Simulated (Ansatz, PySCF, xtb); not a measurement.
Gas-phase reaction 6 R1 → P1 + 9 P2, each structure at its B3LYP-D3(BJ)/def2-TZVP stationary point, reached from a drawn start (curvature not checked).
R1: CH4 (SMILES C), charge 0, multiplicity 1.
P1: C6H6 (SMILES c1ccccc1), charge 0, multiplicity 1.
P2: H2 (SMILES [H][H]), charge 0, multiplicity 1.

P less R. No zero-point or thermal terms.

Programs: Ansatz (an electronic-structure program); PySCF for the D3/D4 terms; xtb for the GFN methods. All values are computed, each at the level named.

Q: One of these levels gives 1113.8 kJ/mol for the reaction energy. Which one is it?
A. revPBE-D4/def2-TZVPP
B. BHLYP/def2-TZVPP
C. GFN1-xTB
D. B3LYP-D3(BJ)/def2-TZVPP

A: C, GFN1-xTB. The others give 636.0 (revPBE-D4/def2-TZVPP), 698.2 (B3LYP-D3(BJ)/def2-TZVPP), 779.4 (BHLYP/def2-TZVPP)
